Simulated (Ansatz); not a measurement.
`BO[SiH2]C#C` + H₂ → `BO[SiH3]` + `C#C` at 600 K and 1 bar (hydrogenolysis of the Si–C bond).

Gas-phase electronic energies from Ansatz, PBE0-D4/def2-TZVP geometries. CBS: MP2 limit from def2 TZ/QZ plus the TZ coupled-cluster correction, frozen cores. This one scheme is used for every species. One conformer a species, not always the lowest.

```tsv
species	CCSD(T)/CBS energy (Eh)	H − E (kJ/mol)	S (J/(mol·K))
`BO[SiH2]C#C`	-468.17507	225.3	435.8
H₂	-1.17544	43.9	150.8
`BO[SiH3]`	-392.11480	178.4	358.6
`C#C`	-77.22717	96.2	235.4
```

H − E and S are ideal-gas, rigid-rotor, harmonic terms from PBE0-D4/def2-TZVP, for one conformer and one mirror image of each species. The MP2-based limit puts H₂ 0.8 mEh under its directly extrapolated value; such offsets cancel only in part. 1 Eh = 2625.50 kJ/mol, R = 8.31446 J/(mol·K).

Problem. By hand: ΔE, ΔH, ΔS and ΔG.

Solution. ΔE = (-392.11480) + (-77.22717) − (-468.17507) − (-1.17544) = 0.00854 Eh = 22.4 kJ/mol. Δ(H − E) = 178.4 + 96.2 − 225.3 − 43.9 = 5.4, so ΔH = 27.8 kJ/mol. ΔS = 358.6 + 235.4 − 435.8 − 150.8 = 7.4 J/(mol·K). ΔG = 27.8 − 600 × (7.4)/1000 = 23.4 kJ/mol.

Problem. By hand: the equilibrium constant, and the temperature at which ΔG would vanish if ΔH and ΔS stayed fixed.

Solution. log₁₀ K = −ΔG/(RT ln 10) = -2.0. ΔG = 0 at ΔH/ΔS = 3757 K, far beyond where these terms or the molecules hold.

The number of gas molecules stays the same, so ΔS is small and ΔH decides. A doubt of 5 kJ/mol in ΔE shifts log₁₀ K by 0.4 here. Other conformers and mirror images would add mixing entropy, several J/(mol·K) or more a flexible species. Modes under 60 cm⁻¹, often nearly free rotors, make the harmonic entropy too high. These are equilibria of isolated gas molecules and say nothing of rates. Largest T1 diagnostic: 0.014 (customary marks: 0.02 for closed shells, 0.045 for open ones).
